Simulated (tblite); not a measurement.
C6H10F3OP.
Structure used (GFN2-xTB), in Å, numbered top down from 1:
```xyz
21
C6H10F3OP angstrom
C     -0.1739   -1.4242    1.4955
P     -0.2186   -0.7965   -0.2198
O     -0.8546   -1.7108   -1.1705
C      1.5522   -0.5115   -0.7320
C      2.4303    0.0926    0.3249
F      2.7619   -0.7847    1.2840
F      3.5875    0.5552   -0.1765
F      1.8554    1.1319    0.9522
C     -0.9585    0.8623   -0.1696
C     -2.4208    0.9112   -0.5051
C     -1.4200    1.3813   -1.5016
H      0.3769   -2.3638    1.5041
H      0.2715   -0.7226    2.1931
H     -1.2067   -1.6228    1.7793
H      1.9637   -1.4785   -1.0295
H      1.5392    0.1437   -1.6068
H     -0.5684    1.5595    0.5569
H     -2.9114   -0.0302   -0.7059
H     -3.0355    1.6376    0.0047
H     -1.2502    0.7484   -2.3614
H     -1.3290    2.4388   -1.6989
```

Computed with GFN2-xTB (tblite): harmonic, unscaled wavenumbers at the GFN2-xTB geometry, gas phase. The method is semi-empirical: single wavenumbers can be off by several per cent or more. One conformer, not necessarily the lowest.

Harmonic wavenumbers (cm⁻¹): 35.5, 39.7, 81.7, 120.8, 139.0, 171.4, 179.0, 208.0, 257.1, 271.4, 291.9, 333.3, 378.5, 414.3, 473.9, 484.5, 584.6, 641.6, 716.5, 749.8, 787.6, 808.0, 834.6, 838.6, 854.0, 859.1, 965.0, 974.5, 989.5, 1020.2, 1035.5, 1068.8, 1073.0, 1090.6, 1147.5, 1153.2, 1173.3, 1216.6, 1230.9, 1275.2, 1316.2, 1327.2, 1398.5, 1416.7, 1418.8, 1428.8, 1472.2, 2967.1, 2977.5, 3003.5, 3004.0, 3047.2, 3071.9, 3076.8, 3082.4, 3089.9, 3106.4.

A = 1584, B = 646.7, C = 576.5 MHz; mass 186.042 u (most abundant isotopes); point group C1, symmetry number 1.

What is the zero-point energy?

½Σν̃ = 33587 cm⁻¹ = 401.79 kJ/mol.

Give the ideal-gas entropy at 500 K and 1 bar in the rigid-rotor, harmonic-oscillator model (classical rotation).

Translation 184.78, rotation 134.80, vibration 276.76: S = 596.3 J/(mol K).

And Cp and H(500 K) − H(0)?

Cp = 288.03 J/(mol K), of which vibrations give 254.77 (their classical limit is 57 R = 473.9); H(500 K) − H(0) = 85.41 kJ/mol without the zero-point energy, 68.78 from vibrations.

What must be added to the electronic energy to get the Gibbs energy at 500 K and 1 bar?

ZPE + [H(500 K) − H(0)] − T·S = 401.79 + 85.41 − 298.17 = 189.03 kJ/mol.

Which modes carry the vibrational entropy at 500 K?

35.5 cm⁻¹: 27.29; 39.7 cm⁻¹: 26.36; 81.7 cm⁻¹: 20.37; 120.8 cm⁻¹: 17.14; 139.0 cm⁻¹: 15.99; 171.4 cm⁻¹: 14.28 J/(mol K); the other 51 give 155.34 together.

How do the functions run with temperature in this model?

```csv
T (K),S (J/(mol K)),Cp (J/(mol K)),H − H(0) (kJ/mol),G − H(0) (kJ/mol),ln q(vib)
50,264.9,63.8,2.34,-10.90,1.00
100,319.3,96.1,6.36,-25.57,2.75
298.15,470.9,199.1,35.66,-104.74,9.88
373.15,519.6,236.2,52.01,-141.90,12.47
750,727.1,355.3,166.59,-378.71,24.67
1000,835.4,396.9,260.99,-574.42,31.88
```

q(vib) and H(0) count from the zero-point level.

Blend soft modes into free rotors: weight 1/[1 + (100 cm⁻¹/ν̃)⁴] for the oscillator and the rest for a rotor with moment μB/(μ + B), μ = h/(8π²ν), B = 10⁻⁴⁴ kg m². What vibrational entropy results?

253.56 J/(mol K) in place of 276.76, which changes −T·S at 500 K by +11.60 kJ/mol.

Hindered rotation and anharmonicity are outside this model. Other conformers, if any are populated, would add a mixing term that is left out. The structure is chiral; the term R ln 2 for an equal mix with its mirror image is left out.
